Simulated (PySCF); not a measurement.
Can point charges reproduce the dipole moment of `C(#CC)[Si]1(N)CC=CC1`?

Coordinates (GFN2-xTB, Å) and charges (e) from the PBE0/pcSseg-1 density (PySCF):

```csv
atom,x,y,z,Mulliken,IAO,Hirshfeld,ESP-fitted
C1,3.890,0.915,0.148,-0.1589,-0.4392,-0.0948,-0.5890
C2,2.517,0.469,0.223,-0.1691,-0.0053,-0.0340,+0.4094
C3,1.370,0.103,0.280,-0.4069,-0.4026,-0.1948,-0.7840
Si4,-0.381,-0.499,0.408,+1.1418,+1.1639,+0.4323,+0.9504
N5,-0.662,-1.727,1.596,-0.6149,-0.8302,-0.3154,-1.1225
C6,-1.083,-1.035,-1.279,-0.5303,-0.5640,-0.1682,-0.1596
C7,-2.220,-0.085,-1.502,-0.1648,-0.1497,-0.0535,-0.2051
C8,-2.473,0.846,-0.599,-0.1649,-0.1497,-0.0535,-0.2189
C9,-1.618,0.932,0.629,-0.5303,-0.5641,-0.1682,-0.1530
H10,4.556,0.058,0.050,+0.1505,+0.1731,+0.0618,+0.1843
H11,4.154,1.465,1.052,+0.1508,+0.1733,+0.0619,+0.1852
H12,4.024,1.568,-0.714,+0.1526,+0.1745,+0.0627,+0.1907
H13,-0.560,-1.474,2.567,+0.1893,+0.2613,+0.1162,+0.4074
H14,-0.247,-2.633,1.443,+0.1893,+0.2613,+0.1163,+0.4075
H15,-1.445,-2.064,-1.294,+0.1442,+0.1523,+0.0385,+0.0638
H16,-0.362,-0.947,-2.093,+0.1495,+0.1543,+0.0360,+0.0623
H17,-2.807,-0.189,-2.405,+0.0893,+0.1421,+0.0411,+0.1219
H18,-3.282,1.555,-0.713,+0.0892,+0.1421,+0.0410,+0.1253
H19,-1.140,1.912,0.678,+0.1495,+0.1544,+0.0359,+0.0621
H20,-2.236,0.842,1.523,+0.1442,+0.1523,+0.0385,+0.0618
```

Question: Compute μ = Σ q r for each scheme (1 e·Å = 4.803 D) and compare with the dipole of the full density.

Answer: The full density gives (2.06, -0.24, 0.82) D, 2.23 D in size; dipole vectors point from the negative to the positive end.

```csv
scheme,μx,μy,μz,size (D),share of the full size (%),angle to the full dipole (°)
Mulliken,5.05,-0.31,1.73,5.34,239,4
IAO,1.92,-0.13,0.67,2.04,91,4
Hirshfeld,1.34,-0.28,0.66,1.52,68,6
ESP-fitted,2.08,-0.23,0.82,2.24,100,0
```

Question: Which set comes closest?

Answer: Length of the difference vector: ESP-fitted 0.02 D, IAO 0.24 D, Hirshfeld 0.74 D, Mulliken 3.12 D. Closest: ESP-fitted. ESP charges are fitted to the potential around the molecule, whose slowest-falling term is the dipole's. 

Question: What is left for the Hirshfeld atoms' own dipoles?

Answer: The shares of the density sum to the whole, so what Σ q r misses lies in dipoles about the nuclei. The atomic dipoles sum to (2.06, -0.24, 0.82) − (1.34, -0.28, 0.66) = (0.72, 0.04, 0.16) D, 0.74 D in size.

Question: With the origin at the mean of the coordinates, (0.000, 0.001, 0.000) Å, which are the largest single terms, by size, of the IAO dipole along the direction of the full one?

Answer: C1 -7.49, C9 +3.69, C6 +3.68, H10 +3.51, H11 +3.39 D; all 20 atoms together +2.03 D. The single terms depend on the origin, their sum doesn't.

Question: Give the size of the full dipole in other units.

Answer: 2.23 D = 0.879 au = 0.465 e·Å = 7.45 × 10⁻³⁰ C·m.

The structure is a single GFN2-xTB conformer in the gas phase; no vibrational or solvent corrections.
